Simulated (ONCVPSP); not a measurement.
## titanium: ONCV pseudisation with revPBE, fully relativistic reference atom.

```json
{
  "Element": "titanium (Ti)",
  "Generator": "ONCVPSP 4.0.1",
  "Type": "optimised norm-conserving Vanderbilt (ONCV)",
  "Functional": "revPBE",
  "Relativity": "fully relativistic",
  "Frozen core": "[Ne]",
  "Valence charge": "12",
  "Reference configuration": "3s2 3p6 3d2.5 4s1.5",
  "Partial waves": "3s+4s: rc 1.45 bohr, ncon 4, nbas 7, qcut 6.5 1/bohr, 2 projectors; 3p: rc 1.65 bohr, ncon 4, nbas 9, qcut 7.6 1/bohr, 2 projectors, debl 1.7 Ha; 3d: rc 2.45 bohr, ncon 4, nbas 9, qcut 7 1/bohr, 2 projectors, debl 2 Ha",
  "Local potential": "polynomial inside 1.10 bohr (lpopt 5, dvloc0 0 Ha)",
  "Core correction": "polynomial model core, fcfact 0.3"
}
```

Open shells are filled in proportion to 2j + 1.

All-electron outer shells of the reference configuration (revPBE, scalar-relativistic, ld1.x):

| shell | level (eV) | outermost node (bohr) | outermost maximum (bohr) |
| --- | --- | --- | --- |
| 2p | -442.07 | – | 0.22 |
| 3s | -60.80 | 0.40 | 0.87 |
| 3p | -37.07 | 0.37 | 0.90 |
| 4s | -3.99 | 1.25 | 3.03 |
| 3d | -2.84 | – | 1.00 |

Calculated quality:

```
Cutoffs needed             : 20 Ha and 48 Ha (the cutoffs (Ha) at which the residual kinetic energy of the hardest occupied pseudo-wave falls to 1 and 0.1 mHa per electron)
Ghost test                 : no bound ghost flagged; no localised positive-energy state flagged
Largest excitation error   : +340 meV (all-electron minus pseudo) for 3s2 3p6 3d1 4s2, out of 4 test configurations
rms error of d²Exc/dni dnj : 6.48 mHa without and 5.01 mHa with the model core
```

Generation and tests took about 7.1 s on one core of a shared server CPU.
